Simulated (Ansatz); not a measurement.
Geometry optimisation, DFT PBE-D3(BJ), scalar-relativistic, plane waves, PAW in Ansatz.

Input:

```yaml
accuracy: low
crystal:
  lattice:
    - [6.308831, 0.0, 0.0]
    - [0.0, 6.308831, 0.0]
    - [0.0, 0.0, 6.308831]
  atoms:
    - { symbol: O, position: [0.8261873, 0.6625693, 0.9981247] }
    - { symbol: H, position: [0.6880974, 0.6786875, 1.0632508] }
    - { symbol: H, position: [0.7945888, 0.634252, 0.8505792] }
    - { symbol: O, position: [0.31471, 0.1032236, 0.7192496] }
    - { symbol: H, position: [0.3252182, 0.2222676, 0.6228747] }
    - { symbol: H, position: [0.311736, -0.0192841, 0.626767] }
    - { symbol: O, position: [0.7759452, 0.1089264, 0.0216464] }
    - { symbol: H, position: [0.8041541, 0.1160498, 0.1723896] }
    - { symbol: H, position: [0.874096, 0.002538, -0.0295196] }
    - { symbol: O, position: [0.8811277, 0.8623773, 0.4951438] }
    - { symbol: H, position: [0.9362961, 0.8700324, 0.6382097] }
    - { symbol: H, position: [0.8301435, 0.7181034, 0.4826677] }
    - { symbol: O, position: [0.375199, 0.5813251, 1.0322321] }
    - { symbol: H, position: [0.3904248, 0.7010842, 0.9373852] }
    - { symbol: H, position: [0.3741028, 0.4596794, 0.9385778] }
    - { symbol: O, position: [0.4121198, 0.3076472, 0.3220826] }
    - { symbol: H, position: [0.5214594, 0.3460942, 0.4227636] }
    - { symbol: H, position: [0.4746716, 0.1930779, 0.2412669] }
    - { symbol: O, position: [0.4947191, 0.809622, 0.4260754] }
    - { symbol: H, position: [0.4948, 0.9617427, 0.4467946] }
    - { symbol: H, position: [0.6116465, 0.7852125, 0.3296276] }
    - { symbol: O, position: [0.8558379, 0.1977962, 0.6612638] }
    - { symbol: H, position: [0.7918956, 0.328493, 0.7102508] }
    - { symbol: H, position: [1.0053148, 0.2161083, 0.6911188] }
    - { symbol: "N", position: [0.0190564, 0.3498788, 0.2903934] }
    - { symbol: H, position: [0.1118531, 0.4796681, 0.3131799] }
    - { symbol: H, position: [0.1151374, 0.2355276, 0.2298297] }
    - { symbol: H, position: [-0.0848559, 0.3884292, 0.1733813] }
basis:
  ecutwfc: 420.0
kpoints:
  mp_grid: { grid: [1, 1, 1] }
hamiltonian:
  xc: pbe
  dispersion: d3bj
scf:
  occupations: { method: fermi_dirac, width: 0.02 }
  lower_state_search: "off"
relax:
  f_tol: 0.3
  max_steps: 15
  adjacent_minimum: "off"
output:
  write_density: true
  write_potential: true
  elf: true
  volumetric_format: npy
```

Command:

```bash
$ ansatz run input.yaml --threads 1 --pin off --max-ram 3072MiB --backend cpu --events-out ev --progress --plain --runs-dir out
```

**Question.** Where does it end, and by what steps?

**Answer.** The run converged. The threshold is loose, so the end isn't yet a minimum. Limits of this set-up: coarse k mesh, low accuracy level. After 14 steps the energy has fallen by 5.808 eV; H21 moved furthest, 1.47 Å.

| step | energy less start (eV) | largest force component (eV/Å) | accepted |
| --- | --- | --- | --- |
| 0 | 0.0000 | 1.015 | yes |
| 1 | -1.3360 | 1.274 | yes |
| 2 | -2.1688 | 2.166 | yes |
| 3 | -2.7911 | 1.597 | yes |
| 4 | -3.2826 | 1.552 | yes |
| 5 | -3.7633 | 1.894 | yes |
| 6 | -4.1470 | 1.498 | yes |
| 7 | -4.5362 | 1.205 | yes |
| 8 | -4.7822 | 0.858 | yes |
| 9 | -5.0247 | 0.730 | yes |
| 10 | -5.2308 | 0.977 | yes |
| 11 | -5.4162 | 0.829 | yes |
| 12 | -5.5910 | 0.756 | yes |
| 13 | -5.7008 | 0.510 | yes |
| 14 | -5.8079 | 0.151 | yes |

```xyz
28
Lattice="6.3088 0.0000 0.0000 0.0000 6.3088 0.0000 0.0000 0.0000 6.3088" Properties=species:S:1:pos:R:3
O 4.609 4.272 6.177
H 3.691 3.905 6.112
H 5.076 3.724 5.502
O 1.514 1.034 4.037
H 2.191 1.303 3.360
H 0.943 0.306 3.654
O 4.898 0.479 0.687
H 5.474 0.184 1.440
H 4.686 -0.401 0.263
O 6.095 5.685 2.929
H 5.275 5.489 3.423
H 6.404 4.757 2.553
O 2.130 3.327 5.593
H 2.318 3.833 4.760
H 1.982 2.407 5.288
O 3.562 2.012 2.525
H 4.234 1.926 3.249
H 3.921 1.489 1.759
O 3.218 4.575 3.383
H 2.693 5.244 2.925
H 3.278 3.800 2.777
O 5.340 2.066 4.697
H 5.196 1.519 5.512
H 6.274 1.864 4.444
N 0.420 3.426 1.801
H 1.206 3.430 1.150
H 0.474 2.561 2.341
H -0.414 3.389 1.204
```

Whether the end is a true minimum wasn't checked by a vibrational analysis.

Time of the run: 33 s on 1 thread of Arm Neoverse V1, on a shared host, peak memory 0.35 GiB.
